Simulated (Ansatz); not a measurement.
`O[SiH2][GaH][SiH3]` + H₂S → `[SiH3][GaH][SH]` + silanol  (cleavage of the Ga–Si bond)

Gas-phase electronic energies from Ansatz, PBE0-D4/def2-TZVP geometries. CCSD(T)/CBS adds triple-zeta CCSD(T) − MP2 to the extrapolated MP2 energy (def2 sets, frozen cores). This one scheme is used for every species. DFT in def2-TZVPP. B3LYP here is the variant with VWN-RPA as its local correlation; programs differ in this. For Ga outer-core shells are correlated without core-valence functions, which leaves a few kJ/mol of doubt a bond. Scalar relativity is left out up to krypton. Each species was taken in one conformer, which may not be the lowest.

```csv
level,ΔE (kJ/mol),difference from CCSD(T)/CBS
r2SCAN-D4,-100.6,1.3
PBE0-D4,-93.7,8.2
B3LYP-D4,-98.1,3.8
ωB97X-V,-99.3,2.6
ωB97M-V,-100.3,1.6
B2PLYP,-104.9,-3.0
PBE,-90.8,11.1
B3LYP,-100.5,1.4
MP2/def2-TZVPP,-110.1,-8.2
CCSD(T)/def2-TZVPP,-101.2,0.7
HF/def2-QZVPP,-114.2,-12.3
MP2/def2-QZVPP,-110.3,-8.4
SCS-MP2/def2-QZVPP,-109.6,-7.7
HF/CBS(def2),-114.2,-12.3
MP2/CBS(def2),-110.8,-8.9
CCSD/CBS(def2),-101.7,0.2
CCSD(T)/CBS,-101.9,0
```

Largest T1 diagnostic among the species: 0.014.

From PBE to PBE0 (25 % exact exchange), in def2-TZVPP and without D4, ΔE moves by −4.4 kJ/mol. In def2-TZVPP, CCSD(T) changes the Hartree–Fock value by +13.5 kJ/mol (the triples alone add −0.2 kJ/mol) and MP2 by +4.6 kJ/mol.
